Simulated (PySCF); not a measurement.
C₃H₁₃NSi₂, SMILES CC(N([SiH3])[SiH3])C. Geometry: PBE-D3(BJ)/def2-SVP. One conformer was computed; it need not be the lowest.

Computed equilibrium geometry at PBE-D3(BJ)/def2-SVP (PySCF confirms it by a frequency run) as bond lengths and angles (one conformer of several):
Atoms: C1 C2 C3 N4 Si5 Si6 H7 H8 H9 H10 H11 H12 H13 H14 H15 H16 H17 H18 H19. Bond lengths (Å): C1–C2 1.532, C1–H7 1.108, C1–H8 1.108, C1–H9 1.111, C2–C3 1.534, C2–N4 1.488, C2–H10 1.116, C3–H11 1.110, C3–H12 1.109, C3–H13 1.108, N4–Si5 1.761, N4–Si6 1.758, Si5–H14 1.501, Si5–H15 1.508, Si5–H16 1.509, Si6–H17 1.501, Si6–H18 1.510, Si6–H19 1.510. Angles (°): C2–C1–H7 110.8, C2–C1–H8 111.1, C2–C1–H9 111.1, H7–C1–H8 108.5, H7–C1–H9 107.2, H8–C1–H9 108.0, C1–C2–C3 112.1, C1–C2–N4 111.8, C1–C2–H10 106.8, C3–C2–N4 111.4, C3–C2–H10 107.5, N4–C2–H10 106.9, C2–C3–H11 110.7, C2–C3–H12 111.1, C2–C3–H13 110.8, H11–C3–H12 107.9, H11–C3–H13 107.9, H12–C3–H13 108.2, C2–N4–Si5 121.1, C2–N4–Si6 115.1, Si5–N4–Si6 123.8, N4–Si5–H14 107.1, N4–Si5–H15 111.5, N4–Si5–H16 113.5, H14–Si5–H15 109.3, H14–Si5–H16 108.5, H15–Si5–H16 106.8, N4–Si6–H17 108.8, N4–Si6–H18 110.9, N4–Si6–H19 111.5, H17–Si6–H18 109.6, H17–Si6–H19 109.4, H18–Si6–H19 106.6.
Charge 0, spin multiplicity 1.
